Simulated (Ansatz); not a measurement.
Ga(Me)3 (C3H9Ga), SMILES [CH3][Ga]([CH3])[CH3].

Geometry optimised at ωB97X-D3(BJ)/def2-SVP. The isomer is the one that the SMILES or the coordinates give; other isomers of the formula were not compared.

Two levels are set side by side: PBE/def2-TZVPD (Ansatz, a quantum-chemistry and plane-wave program) and CAM-B3LYP/def2-TZVPD (Ansatz). Energy differences of separate SCF runs at the same geometry; the states with an electron removed or added have multiplicity 2 and 2. Differences are taken from unrounded values.

```
quantity                           CAM-B3LYP
---------------------------------  ---------
vertical ionisation energy (eV)         9.59
vertical singlet–triplet gap (eV)       5.32
```

Question: What does PBE give, and how far is it from CAM-B3LYP? (The exact figures need the calculation; the answer reports its results.)

Answer: 
| quantity | PBE | PBE minus CAM-B3LYP |
|---|---|---|
| vertical ionisation energy (eV) | 9.18 | -0.41 |
| vertical singlet–triplet gap (eV) | 4.81 | -0.51 |
